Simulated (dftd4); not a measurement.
C₂H₅I, charge +1, doublet, geometry from GFN2-xTB (a state made from the parent by changing its charge; the spin is typed, not shown lowest); D4 for blyp (dftd4).

The dftd4 input:
```
$ dftd4 mol.xyz --func blyp --charge 1 --json dftd4.json --noedisp --property

# file mol.xyz
8

C     -2.47872317    -0.30698683    -0.18935188
C     -1.15697557    -0.96081758    -0.39560285
I      0.61070332     0.21044122     0.09731135
H     -2.64557368    -0.00101957     0.84919800
H     -3.26426753    -1.00780463    -0.47616182
H     -2.59703766     0.61002780    -0.77682678
H     -1.04755767    -1.88176413     0.19730031
H     -0.99864680    -1.26599750    -1.44128263
```

The log (banner, timings and long lists left out):

```
                    ____  _____ _____     ____  _  _
      -------------|  _ \|  ___|_   _|---|  _ \| || |------------
     |             | | | | |_    | | ___ | | | | || |_           |
     |             | |_| |  _|   | ||___|| |_| |__   _|          |
     |             |____/|_|     |_|     |____/   |_|            |
     |             ===================================           |
     |            E. Caldeweyher, S. Ehlert & S. Grimme          |
     |          Mulliken Center for Theoretical Chemistry        |
     |                    University of Bonn                     |
      -----------------------------------------------------------

Rational (Becke-Johnson) damping: blyp-D4-ATM
---------------------
  s6         1.0000
  s8         2.3408
  s9         1.0000
  a1         0.4449
  a2         4.0933
 alp        16.0000
--------------------

Atomic data, radii in Ångström:
------------------------------------------------------
   Z          R(cov)      r4/r2   hardness         EN
------------------------------------------------------
   6 C        1.0000     1.6431     0.4220     2.5500
  53 I        1.7600     2.9281     0.4104     2.6600
   1 H        0.4267     1.0622     0.4726     2.2000
------------------------------------------------------

Atomic reference systems (in atomic units):
----------------------------------------------------------------------------
   Z        #      CN     q+Z       C6(AA)   #      CN     q+Z       C6(AA)
----------------------------------------------------------------------------
   6 C      1  0.0000  6.0000      49.3833   2  0.9189  5.8288      52.1688
            3  1.9079  5.8579      35.6972   4  2.8312  5.7775      35.8445
            5  3.7487  5.7435      28.6317   6  2.9183  5.8956      32.2504
            7  0.8556  6.2103      25.6194
  53 I      1  0.0000 25.0000     353.7504   2  0.9124 24.8626     380.6589
   1 H      1  0.0000  1.0000       7.6362   2  0.8942  1.0000       3.0374
----------------------------------------------------------------------------

Atomic properties (in atomic units):
----------------------------------------------------------------------------
     #    Z              CN          q      C6(AA)        C8(AA)   alpha(0)
----------------------------------------------------------------------------
     1    6 C        3.8164    -0.1457     26.0698      753.9832     7.3560
     2    6 C        3.7764    -0.0969     25.0366      724.1011     7.2154
     3   53 I        1.0365     0.3787    344.0668    31602.3612    32.0406
     4    1 H        0.9238     0.1737      1.2425       15.0202     1.7432
     5    1 H        0.9244     0.1782      1.2162       14.7022     1.7246
     6    1 H        0.9238     0.1737      1.2425       15.0202     1.7432
     7    1 H        0.9316     0.1692      1.2682       15.3310     1.7609
     8    1 H        0.9316     0.1692      1.2682       15.3310     1.7609
----------------------------------------------------------------------------

Molecular properties (in atomic units):
----------------------------------------
 molecular C6                1166.3648
 molecular C8               62990.7906
----------------------------------------

Dispersion energy:      -9.7167135053357E-03 Eh

[Info] JSON dump of results written to 'dftd4.json'
```
